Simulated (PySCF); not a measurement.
## Spin–spin couplings to the heavy atom in SMILES C#C[CH2][SbH2], C3H5Sb

Geometry (Å), atoms numbered from 1 in this order:
```xyz
9

C    -2.241    0.398    0.285
C    -1.144   -0.109    0.185
C     0.182   -0.664    0.071
Sb    1.697    0.901    0.449
H    -3.218    0.836    0.375
H     0.352   -1.457    0.815
H     0.366   -1.081   -0.929
H     2.968   -0.051   -0.216
H     1.416    1.640   -1.075
```

[PySCF integrals, density fitting: indirect couplings; PBE0/pcJ-1 (dyall-v2z on Sb), isolated molecule, Gaussian nuclear model, PBE0-D3(BJ)/def2-SVP geometry]

Non-relativistic values:
```json
{"coupling": "1J(121Sb,13C)", "atoms": "Sb4 – C3", "J (Hz)": "-62.8"}
{"coupling": "1J(121Sb,1H)", "atoms": "Sb4 – H8/H9", "J (Hz)": "99.0"}
{"coupling": "2J(121Sb,13C)", "atoms": "Sb4 – C2", "J (Hz)": "7.6"}
{"coupling": "2J(121Sb,1H)", "atoms": "Sb4 – H6/H7", "J (Hz)": "9.1"}
{"coupling": "3J(121Sb,13C)", "atoms": "Sb4 – C1", "J (Hz)": "13.8"}
{"coupling": "4J(121Sb,1H)", "atoms": "Sb4 – H5", "J (Hz)": "-9.5"}
```

Question: What do two-component X2C with spin–orbit coupling give?

Answer: 
| coupling | atoms | with spin–orbit (Hz) |
| --- | --- | --- |
| 1J(121Sb,13C) | Sb4 – C3 | -133.4 |
| 1J(121Sb,1H) | Sb4 – H8/H9 | -106.6 |
| 2J(121Sb,13C) | Sb4 – C2 | 20.1 |
| 2J(121Sb,1H) | Sb4 – H6/H7 | 26.0 |
| 3J(121Sb,13C) | Sb4 – C1 | 14.6 |
| 4J(121Sb,1H) | Sb4 – H5 | -8.3 |

The largest listed coupling, 1J(121Sb,13C), ends at 2.12 times its non-relativistic value. Equivalent partners are averaged, as under fast rotation. In the static structure 2J(121Sb,1H) spreads over 44.5, 7.6 Hz. Couplings to strongly quadrupolar nuclei (121Sb) are seldom resolved in solution.
